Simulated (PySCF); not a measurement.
H9AlSi3, SMILES `[SiH3][Al]([SiH3])[SiH3]`, neutral singlet in the gas phase. 

Cartesian coordinates (Å):
```xyz
13

Si     2.4483    -0.4805     0.1426
Al     0.0427     0.0141    -0.0298
Si    -0.8142     2.3054    -0.3170
Si    -1.5989    -1.8148     0.1489
H      2.7729    -0.8906     1.5369
H      2.8248    -1.6154    -0.7429
H      3.3242     0.6699    -0.1993
H     -1.9460     2.3534    -1.2812
H     -1.3318     2.8029     0.9879
H      0.2174     3.2692    -0.7812
H     -0.9901    -3.1362     0.4517
H     -2.5992    -1.5265     1.2125
H     -2.3502    -1.9511    -1.1293
```
Charge 0, spin multiplicity 1.

All levels are single points at this geometry (B3LYP-D3(BJ)/def2-TZVP); Pople sets use spherical d functions. Orbital energies aren't observables, and empty levels follow the basis.

| level | HOMO (eV) | LUMO (eV) | gap (eV) | dipole (D) | vertical IE, Delta-SCF (eV) |
|---|---|---|---|---|---|
| M06-2X/def2-TZVP in PySCF | -8.17 | -1.92 | 6.25 | 0.17 | 9.00 |
| B3LYP/3-21G in PySCF | -7.21 | -2.67 | 4.54 | 0.08 | – |
| B3LYP/6-31G* in PySCF | -7.01 | -2.62 | 4.39 | 0.13 | 8.91 |
| PBE/6-31G* in PySCF | -6.21 | -3.20 | 3.01 | 0.09 | – |
| SVWN5/6-31G* in PySCF | -6.25 | -3.34 | 2.91 | 0.08 | – |
| HF/3-21G in PySCF | -9.68 | 0.06 | 9.74 | 0.15 | – |
